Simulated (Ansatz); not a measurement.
Input for Ansatz (a quantum-chemistry and plane-wave program): R-PBE0/def2-TZVPP on CH6AlN (SMILES C[NH][AlH2]), a point of a torsion scan.

Ansatz 0.2 input:
```yaml
crystal:
  periodic: [false, false, false]
  atoms:
    - {symbol: C, position_ang: [-1.25388687, 0.28191470, 0.23952760]}
    - {symbol: N, position_ang: [-0.08838393, -0.55342420, -0.05923787]}
    - {symbol: Al, position_ang: [1.59925507, -0.13139181, -0.45572549]}
    - {symbol: H, position_ang: [-2.07382558, 0.09099872, -0.45860061]}
    - {symbol: H, position_ang: [-0.96601507, 1.32894728, 0.15199071]}
    - {symbol: H, position_ang: [-1.61840841, 0.10741397, 1.25638541]}
    - {symbol: H, position_ang: [-0.37256580, -1.52981900, -0.00532471]}
    - {symbol: H, position_ang: [1.96014418, 0.72159424, -1.68957600]}
    - {symbol: H, position_ang: [2.75560498, -0.57857598, 0.46000967]}
basis:
  gaussian:
    orbitals: def2-TZVPP
hamiltonian:
  xc: {name: PBE0}
scf: {lower_state_search: off}
```

The head of its log:

```
WARN ansatz: RAYON_NUM_THREADS=1 ignored (pool sized by the plan → 1); use --threads N
Functional definition: PBE0
these checks for a lower state are left out or cut short: stability, starts, cluster_reference, orbital_swaps, neighbouring_geometries, increment
integrals: 0.08 GiB planned
989 factors; their error is unknown
mean field: 0.79 GiB planned
mean field evaluation 1: about -9208.6273 eV, gradient 6.2e1 eV
mean field evaluation 2: about -9182.5299 eV, gradient 1.1e2 eV
```

### Question
Predict the final total energy.

### Answer
-338.7023 hartree.
